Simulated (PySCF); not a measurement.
## MLi anions for M along the chalcogens

MP2 with double-zeta basis sets in PySCF, for the lowest determinant that a PBE0 search found; no spin–orbit coupling. De refers to high-spin ground-configuration atoms (the charge goes to the atom of lower measured ionisation energy or higher electron affinity, which is not always the lowest computed limit).

| M | basis | reference, frozen orbitals | charged atom | state (unpaired electrons) | Re (Å) | ωe (cm⁻¹) | De (eV) |
| --- | --- | --- | --- | --- | --- | --- | --- |
| S | def2-SVPD | RHF, 5 | S− | singlet (closed shell) | 2.110 | 610 | n/a |
| Se | aug-pcseg-1 | RHF, 9 | Se− | singlet (closed shell) | 2.229 | 536 | n/a |
| Te | aug-cc-pVDZ/aug-cc-pVDZ-PP | RHF, 4 | Te− | singlet (closed shell) | 2.408 | 487 | n/a |

The shortest bond is that of LiS⁻ (2.110 Å), the longest that of LiTe⁻ (2.408 Å).

The rows differ in basis set, which adds steps of its own.

Down a group the atoms grow and get heavier, so bonds lengthen and wavenumbers fall; this series shows no clear exception.

Correlated steps freeze the inner cores (4 to 9 orbitals); shallow outer-core shells are correlated. These are scalar-relativistic numbers at best; spin–orbit coupling would shift them, the dissociation energy most.
